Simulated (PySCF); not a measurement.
A structure optimised at PBE-D3(BJ)/def2-SVP, used in a PySCF frequency run:

```xyz
11

F      0.0000    -1.3156     1.3741
Si     0.0000     0.0000     0.3904
F      0.0000     1.3156     1.3741
Si     2.0091     0.0000    -0.8400
Si    -2.0091     0.0000    -0.8400
H      2.0513     1.2247    -1.7134
H      2.0513    -1.2247    -1.7134
H      3.1936     0.0000     0.0865
H     -3.1936     0.0000     0.0865
H     -2.0513     1.2247    -1.7134
H     -2.0513    -1.2247    -1.7134
```

Task: Write its SMILES, formula and point group.

Result: F[Si](F)([SiH3])[SiH3], F₂H₆Si₃, C2v

Task: What are its rotational constants (standard atomic weights)?

Result: 2.5441, 1.5038, 1.2922 GHz
